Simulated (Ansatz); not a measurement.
Geometry optimisation, UKS PBE0-D4/def2-SVP in Ansatz.

input.yaml

```yaml
crystal:
  periodic: [false, false, false]
  atoms:
    - { symbol: O, position_ang: [-1.3462, -0.7683, -0.2377] }
    - { symbol: Sn, position_ang: [0.3295, 0.22, -0.4587] }
    - { symbol: O, position_ang: [1.3638, 0.0286, 1.1883] }
    - { symbol: H, position_ang: [-1.8101, -0.5221, -1.0926] }
    - { symbol: H, position_ang: [0.0365, 1.9135, -0.7802] }
    - { symbol: H, position_ang: [1.4685, -0.9356, 1.3348] }
magnetization:
  spin_polarized: true
  initial_magnetization: 1
basis:
  gaussian: { orbitals: def2-SVP }
hamiltonian:
  xc: pbe0
  dispersion: d4
relax:
  f_tol: 0.02
  max_steps: 50
output:
  orbitals: {}
```

Command:

```bash
$ ansatz run input.yaml --threads 2 --pin off --max-ram 3072MiB --backend cpu --events-out ev --progress --plain --runs-dir out
```

Task: Where does it end, and by what steps?

Result: The run converged. After 10 steps the energy has fallen by 0.221 eV; H4 moved furthest, 0.29 Å.

| step | energy less start (eV) | largest force component (eV/Å) | accepted |
| --- | --- | --- | --- |
| 0 | 0.0000 | 1.597 | yes |
| 1 | -0.1614 | 1.151 | yes |
| 2 | -0.2020 | 0.684 | yes |
| 3 | -0.2161 | 0.119 | yes |
| 4 | -0.2188 | 0.053 | yes |
| 5 | -0.2198 | 0.067 | yes |
| 6 | -0.2203 | 0.035 | yes |
| 7 | -0.2147 | 0.578 | no |
| 8 | -0.2207 | 0.036 | yes |
| 9 | -0.2204 | 0.096 | no |
| 10 | -0.2209 | 0.010 | yes |

```xyz
6
Properties=species:S:1:pos:R:3
O -1.293 -0.680 -0.233
Sn 0.408 0.294 -0.640
O 1.411 -0.018 1.047
H -1.863 -0.794 -1.002
H 0.147 2.030 -0.629
H 1.233 -0.895 1.410
```

Whether the end is a true minimum wasn't checked by a vibrational analysis.

Run time: 26 s on 2 threads of Arm Neoverse V1 (shared host), peak memory 0.18 GiB.
